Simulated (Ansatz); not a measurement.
Relaxation of Zr3O6⁻ with UKS PBE-D4/def2-SVP.

```sh
$ ansatz run in.yaml --threads 4 --pin off --events-out ev --progress --plain --max-ram 6963MiB
```

```yaml
crystal:
  periodic: [false, false, false]
  atoms:
    - {symbol: Zr, position_ang: [-0.937810, 0.668260, 0.636930]}
    - {symbol: Zr, position_ang: [0.153320, -0.522860, -2.036870]}
    - {symbol: Zr, position_ang: [1.592750, -1.160070, 0.744670]}
    - {symbol: O, position_ang: [0.702120, -0.743860, -3.705520]}
    - {symbol: O, position_ang: [3.191120, -1.832520, 1.103280]}
    - {symbol: O, position_ang: [-1.101360, 2.477670, 1.140280]}
    - {symbol: O, position_ang: [-1.432910, 0.042090, -1.161680]}
    - {symbol: O, position_ang: [0.059550, -0.628500, 1.729240]}
    - {symbol: O, position_ang: [-2.226780, 1.699790, 1.549670]}
basis:
  gaussian: {orbitals: def2-SVP}
total_charge: -1
magnetization: {spin_polarized: true, initial_magnetization: 1}
hamiltonian: {xc: pbe, dispersion: d4}
scf: {lower_state_search: "off"}
output: {orbitals: {seedname: orbitals}}
relax: {f_tol: 0.03, max_steps: 70}
```

It took 60 s on 4 threads of Intel Xeon Platinum 8259CL on a shared host.

Positions (Å) and forces (eV/Å) at steps 1, 2, 3, 4, 5, 6, 7, 8, 9, 10, 12, 13 of 13:

```xyz
9
step=1 energy=-16111.4618 eV
Zr   -0.938    0.668    0.637    0.350   -2.484   -0.770
Zr    0.153   -0.523   -2.037    2.832   -1.181    0.030
Zr    1.593   -1.160    0.745    1.454   -0.576   -2.629
O     0.702   -0.744   -3.706   -0.168    0.054   -1.722
O     3.191   -1.833    1.103    1.246   -0.562    1.034
O    -1.101    2.478    1.140    1.000    3.445    0.277
O    -1.433    0.042   -1.162   -2.618    0.604   -0.225
O     0.060   -0.628    1.729   -1.261   -0.008    2.366
O    -2.227    1.700    1.550   -2.837    0.706    1.639
9
step=2 energy=-16112.4938 eV
Zr   -1.046    0.652    0.689    0.300   -0.946   -0.371
Zr    0.263   -0.609   -2.082    0.065   -0.147   -1.256
Zr    1.678   -1.237    0.653    0.989   -0.553    0.550
O     0.598   -0.705   -3.865   -0.373    0.203    0.869
O     3.261   -1.870    1.279   -0.866    0.413   -0.089
O    -1.138    2.551    1.177    0.619    0.748   -0.148
O    -1.412    0.043   -1.210    0.292    0.050    0.188
O     0.111   -0.640    1.739    0.043    0.168   -0.309
O    -2.315    1.814    1.620   -1.070    0.064    0.566
9
step=3 energy=-16112.6391 eV
Zr   -1.052    0.635    0.689    0.309   -0.495   -0.271
Zr    0.235   -0.641   -2.190    0.117   -0.134   -0.303
Zr    1.739   -1.309    0.719    0.278   -0.204    0.015
O     0.470   -0.614   -3.981   -0.274    0.151    0.698
O     3.291   -1.849    1.470   -0.679    0.324   -0.093
O    -1.122    2.552    1.170    0.338    0.222   -0.124
O    -1.377    0.038   -1.218    0.312    0.029    0.100
O     0.138   -0.639    1.716    0.114    0.122   -0.282
O    -2.323    1.828    1.625   -0.515   -0.017    0.260
9
step=4 energy=-16112.7652 eV
Zr   -1.001    0.602    0.655   -0.278    0.292    0.222
Zr    0.229   -0.725   -2.169    0.375   -0.422    0.020
Zr    1.705   -1.382    0.686    0.129   -0.314   -0.447
O     0.355   -0.461   -3.920   -0.023    0.199   -0.358
O     3.204   -1.710    1.580    0.300    0.057    0.268
O    -1.060    2.522    1.130    0.099    0.096   -0.030
O    -1.320    0.001   -1.225   -0.346    0.116    0.106
O     0.173   -0.664    1.663   -0.270    0.085    0.253
O    -2.285    1.816    1.601    0.015   -0.109   -0.035
9
step=5 energy=-16112.8269 eV
Zr   -1.022    0.645    0.678    0.321   -0.543   -0.299
Zr    0.202   -0.918   -2.206   -0.224    0.242   -0.253
Zr    1.684   -1.576    0.660    0.107    0.097    0.381
O     0.372   -0.277   -3.870    0.072   -0.113    0.439
O     3.205   -1.523    1.602   -0.315    0.059   -0.315
O    -1.035    2.577    1.128   -0.118   -0.057    0.047
O    -1.267   -0.096   -1.167   -0.032    0.155    0.002
O     0.143   -0.722    1.562    0.009    0.135    0.083
O    -2.283    1.889    1.614    0.179    0.026   -0.086
9
step=6 energy=-16112.9394 eV
Zr   -1.007    0.589    0.656    0.104   -0.120   -0.083
Zr    0.103   -0.955   -2.184    0.118   -0.047   -0.186
Zr    1.603   -1.618    0.713    0.201   -0.084   -0.015
O     0.524   -0.215   -3.756   -0.013   -0.023    0.288
O     3.218   -1.401    1.447   -0.234    0.075   -0.144
O    -0.976    2.525    1.085    0.048    0.048   -0.014
O    -1.357   -0.070   -1.194   -0.091    0.058    0.016
O     0.117   -0.724    1.653   -0.054    0.041    0.085
O    -2.225    1.868    1.580   -0.079    0.053    0.053
9
step=7 energy=-16112.9987 eV
Zr   -1.008    0.566    0.651    0.017   -0.016   -0.013
Zr    0.061   -1.020   -2.162    0.062    0.049   -0.167
Zr    1.550   -1.676    0.710    0.155   -0.010    0.047
O     0.641   -0.147   -3.608   -0.023   -0.068    0.250
O     3.183   -1.269    1.304   -0.201    0.026   -0.127
O    -0.927    2.509    1.055    0.056    0.001   -0.029
O    -1.396   -0.100   -1.189   -0.010    0.012    0.036
O     0.085   -0.755    1.671   -0.031    0.022   -0.006
O    -2.189    1.892    1.567   -0.026   -0.015    0.010
9
step=8 energy=-16113.0373 eV
Zr   -1.020    0.543    0.653    0.004    0.044    0.008
Zr    0.032   -1.066   -2.138    0.115    0.107   -0.233
Zr    1.504   -1.717    0.706    0.259    0.031    0.060
O     0.755   -0.097   -3.454   -0.082   -0.128    0.257
O     3.138   -1.149    1.150   -0.257   -0.038   -0.106
O    -0.876    2.489    1.024    0.027   -0.027   -0.020
O    -1.427   -0.134   -1.176   -0.034    0.012    0.010
O     0.049   -0.788    1.679   -0.027    0.010    0.023
O    -2.155    1.919    1.555   -0.005   -0.012    0.000
9
step=9 energy=-16113.0592 eV
Zr   -1.024    0.526    0.650    0.025   -0.139   -0.055
Zr    0.008   -1.105   -2.125   -0.009   -0.038    0.039
Zr    1.475   -1.751    0.703   -0.045   -0.023   -0.026
O     0.853   -0.056   -3.285    0.026    0.033   -0.011
O     3.074   -1.035    1.004    0.026    0.030   -0.006
O    -0.829    2.469    0.995    0.021    0.046    0.000
O    -1.457   -0.166   -1.168   -0.004    0.032    0.031
O     0.020   -0.820    1.682   -0.015    0.034    0.010
O    -2.120    1.939    1.542   -0.024    0.025    0.018
9
step=10 energy=-16113.0399 eV rejected
Zr   -1.065    0.470    0.663    0.006    0.714    0.214
Zr    0.008   -1.124   -2.100    0.197    0.390   -0.294
Zr    1.434   -1.774    0.703    0.588    0.374    0.105
O     0.948   -0.009   -3.140   -0.279   -0.348    0.302
O     3.013   -0.933    0.843   -0.573   -0.339   -0.026
O    -0.769    2.425    0.949   -0.103   -0.318   -0.019
O    -1.479   -0.196   -1.155   -0.022   -0.146   -0.189
O    -0.006   -0.839    1.711    0.067   -0.173    0.005
O    -2.083    1.981    1.526    0.120   -0.155   -0.098
9
step=12 energy=-16113.0615 eV rejected
Zr   -1.029    0.509    0.649    0.018   -0.068   -0.034
Zr   -0.003   -1.117   -2.115    0.059   -0.044   -0.044
Zr    1.461   -1.757    0.699    0.021   -0.034   -0.014
O     0.888   -0.036   -3.211    0.010    0.011   -0.015
O     3.042   -0.985    0.948    0.019    0.010   -0.002
O    -0.800    2.451    0.977    0.003    0.012    0.001
O    -1.470   -0.179   -1.170   -0.061    0.051    0.088
O     0.010   -0.835    1.689   -0.060    0.044    0.011
O    -2.099    1.948    1.534   -0.010    0.018    0.009
9
step=13 energy=-16113.0620 eV
Zr   -1.030    0.509    0.650   -0.003    0.003    0.001
Zr    0.002   -1.114   -2.117    0.007   -0.001    0.005
Zr    1.461   -1.760    0.702    0.000    0.002   -0.009
O     0.888   -0.034   -3.218   -0.002    0.000    0.004
O     3.046   -0.990    0.946   -0.003    0.002    0.001
O    -0.803    2.453    0.976    0.001   -0.002   -0.001
O    -1.471   -0.181   -1.165   -0.004    0.000   -0.002
O     0.009   -0.832    1.692    0.000   -0.003    0.004
O    -2.101    1.950    1.534    0.004    0.000   -0.002
```

In the def2 sets Zr takes a core potential; there is no spin–orbit coupling. The structure holds 1 bond(s) between oxygen atoms. The relaxation made no stability test and no search for a lower SCF solution. No other spin state of charge -1 was run. Another isomer (doublet) lies 5.23 eV lower at PBE0-D4/def2-TZVPD; other spin states weren't run for this one.
